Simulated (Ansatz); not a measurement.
Input file for Ansatz (an electronic-structure program): U-CCSD(T)/cc-pVTZ on CH4Be (SMILES [BeH][CH3]), a point of a bond scan (R = 2.957 Å).

Ansatz 0.2 input:
```yaml
crystal:
  periodic: [false, false, false]
  atoms:
    - {symbol: Be, position_ang: [-0.93852540, -0.49476050, -0.13416384]}
    - {symbol: H, position_ang: [-2.10724892, -1.11087408, -0.30123490]}
    - {symbol: C, position_ang: [0.53116533, 0.28001333, 0.07593101]}
    - {symbol: H, position_ang: [1.83881572, -0.49279952, 2.61348189]}
    - {symbol: H, position_ang: [0.42177910, 1.36971531, 0.09486335]}
    - {symbol: H, position_ang: [1.23709912, 0.04633441, -0.72832381]}
basis:
  gaussian:
    orbitals: cc-pVTZ
correlation: {method: ccsd_t, electrons: outside_noble_gas}
scf: {omitted_lower_state_checks: [cluster_reference]}
magnetization: {spin_polarized: true, initial_magnetization: 0}
```

The head of its log:

```
WARN ansatz: RAYON_NUM_THREADS=1 ignored (pool sized by the plan → 1); use --threads N
Functional definition: HF
these checks for a lower state are left out or cut short: cluster_reference
integrals: 0.27 GiB planned
637 factors; integrals over basis functions are off by at most 1.2e-3 eV
mean field: 0.22 GiB planned
mean field evaluation 1: about -1479.6296 eV, gradient 2.4e1 eV
mean field evaluation 2: about -1479.6286 eV, gradient 2.4e1 eV
mean field evaluation 4: about -1485.2918 eV, gradient 4.0e0 eV
mean field evaluation 8: about -1485.4864 eV, gradient 2.0e-3 eV
mean field evaluation 16: about -1488.0199 eV, gradient 3.5e0 eV
mean field evaluation 32: about -1488.5174 eV, gradient 2.0e-6 eV
mean field evaluation 64: about -1488.4845 eV, gradient 1.4e0 eV
mean field -1488.51739517 eV, -54.7020053193 hartree, gradient 3.0e-6 eV, S^2 0.986258; 7 other end points of the search recorded, 0 dependent functions left out
2 core orbitals not correlated
reference -1488.51739517 eV, -54.7020053193 hartree; 5, 5 occupied and 109, 109 virtual orbitals, 637 factors
```

### Question
Predict the final total energy.

### Answer
-54.9327 hartree (reference determinant -54.7020, T1 diagnostic 0.014). Its determinant has ⟨S²⟩ = 0.99, a mixture of spin states.
